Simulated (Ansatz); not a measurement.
Reaction (formal exchange of groups at the Sn–C bond): `O[CH2][SnH3]` + `C=CNCC` → `CC[NH][SnH3]` + `C=CCO`

Program: Ansatz. Geometries: PBE0-D4/def2-TZVP. ΔE: electronic, gas phase. CBS: MP2 limit from def2 TZ/QZ plus the TZ coupled-cluster correction, frozen cores. DFT in def2-TZVPP. B3LYP here is the variant with VWN-RPA as its local correlation; programs differ in this. def2 core potentials past Kr. For Sn outer-core shells are correlated without core-valence functions, which leaves a few kJ/mol of doubt a bond. Each species was taken in one conformer, which may not be the lowest.

```json
{"level": "PBE0-D4", "ΔE (kJ/mol)": "-21.9"}
{"level": "B3LYP-D4", "ΔE (kJ/mol)": "-25.1"}
{"level": "ωB97X-V", "ΔE (kJ/mol)": "-30.8"}
{"level": "MP2/CBS(def2)", "ΔE (kJ/mol)": "-39.4"}
```

**Question.** What does CCSD(T)/CBS give? (Best estimate.)

**Answer.** Computed: -39.2 kJ/mol. The listed levels differ from it by 17.3, 14.1, 8.4, -0.2 kJ/mol.

Largest T1 diagnostic among the species: 0.012.

From PBE to PBE0 (25 % exact exchange), in def2-TZVPP and without D4, ΔE moves by −5.6 kJ/mol. In def2-TZVPP, CCSD(T) changes the Hartree–Fock value by +5.7 kJ/mol (the triples alone add +1.2 kJ/mol) and MP2 by +5.5 kJ/mol.
